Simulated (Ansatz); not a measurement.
Molecule: bromo(diethyl)borane, C4H10BBr, charge 0, multiplicity 1. 
Geometry from a B3LYP-D3(BJ)/def2-TZVP (Ansatz, a program for electronic structure) optimisation:
SMILES: CCB(Br)CC
```xyz
16

C      2.5222     0.7222     0.6472
C      1.3664     0.0508     1.3853
B      0.0471    -0.2983     0.6322
Br    -0.0830     0.0005    -1.2901
C     -1.2216    -0.8618     1.3526
C     -2.3485     0.1889     1.4424
H      3.3713     0.8938     1.3111
H      2.8657     0.1095    -0.1872
H      2.2189     1.6852     0.2339
H      1.6994    -0.8979     1.8336
H      1.0683     0.6471     2.2600
H     -0.9603    -1.1956     2.3618
H     -1.6010    -1.7351     0.8134
H     -2.0198     1.0795     1.9826
H     -3.2148    -0.2152     1.9681
H     -2.6703     0.5026     0.4491
```
Charge 0, spin multiplicity 1.

Dipole moments at this geometry, in debye (magnitudes).

```
level                 program  dipole (D)
--------------------  -------  ----------
SVWN5/def2-TZVPD       Ansatz        1.77
PBE/def2-TZVPD         Ansatz        1.73
revPBE/def2-TZVPD      Ansatz           ?
B97M-V/def2-TZVPD      Ansatz        1.80
B3LYP/def2-TZVPD       Ansatz        1.79
BHLYP/def2-TZVPD       Ansatz        1.90
r2SCANh/def2-TZVPD     Ansatz        1.85
r2SCAN0/def2-TZVPD     Ansatz        1.89
HSE06/def2-TZVPD       Ansatz        1.83
CAM-B3LYP/def2-TZVPD   Ansatz        1.85
LC-wPBE/def2-TZVPD     Ansatz        1.91
wB97X-V/def2-TZVPD     Ansatz        1.88
CCSD(T)/aug-cc-pVDZ    Ansatz           ?
```

**Question.** Some entries are withheld; supply them.

**Answer.** 
- revPBE/def2-TZVPD, dipole (D): 1.73
- CCSD(T)/aug-cc-pVDZ, dipole (D): 1.71
